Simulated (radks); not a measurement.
Question: W61+, 13 electrons, occupied as [Ne] 3s2 3p1. Method: Dirac Kohn-Sham, PBE, spin-unpolarised, spherical densities, point nucleus; open shells are shared between the two j in proportion to 2j + 1; computed with a radial shooting solver on a logarithmic mesh with Libxc functionals. Some entries of the table are withheld. Estimate them.

orbital      occ.  eigenvalue (eV)  <r^2> (bohr^2)
1s1/2           2        -74489.86       0.0004622
2s1/2           2        -16801.08        0.006858
2p1/2           2              (1)        0.004880
2p3/2           4              (2)        0.006004
3s1/2           2        -6838.724         0.03849
3p1/2    0.333333              (3)             (4)
3p3/2    0.666667              (5)             (6)

Answer: 
(1) 2p1/2 eigenvalue (eV): -16345.41
(2) 2p3/2 eigenvalue (eV): -14952.35
(3) 3p1/2 eigenvalue (eV): -6675.357
(4) 3p1/2 <r^2> (bohr^2): 0.03441
(5) 3p3/2 eigenvalue (eV): -6301.774
(6) 3p3/2 <r^2> (bohr^2): 0.03889
